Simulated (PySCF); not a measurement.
A structure optimised at B3LYP-D3(BJ)/def2-SVP, used in a PySCF frequency run:

```
C
N 1 1.2968
Si 2 1.8245 1 104.37
N 3 1.7178 2 119.26 1 -125.74
H 4 1.0146 3 122.02 2 59.55
H 4 1.0150 5 111.86 3 156.43
H 3 1.4892 4 106.25 5 -177.26
Si 1 1.9012 2 121.57 3 -175.25
H 8 1.4889 1 111.71 2 2.95
H 8 1.4946 9 110.02 1 -120.69
H 8 1.4948 9 109.96 10 -118.39
Si 1 1.9499 2 107.74 3 6.75
H 12 1.4980 1 111.81 2 107.06
H 12 1.4981 13 107.07 1 -132.73
```
Charge 0, spin multiplicity 1.

Question: Write its SMILES and formula.

Answer: N[Si@@H]1N=C([SiH3])[SiH2]1, CH8N2Si3

Question: What are its rotational constants (standard atomic weights)?

Answer: 3.6594, 1.0344, 0.86965 GHz
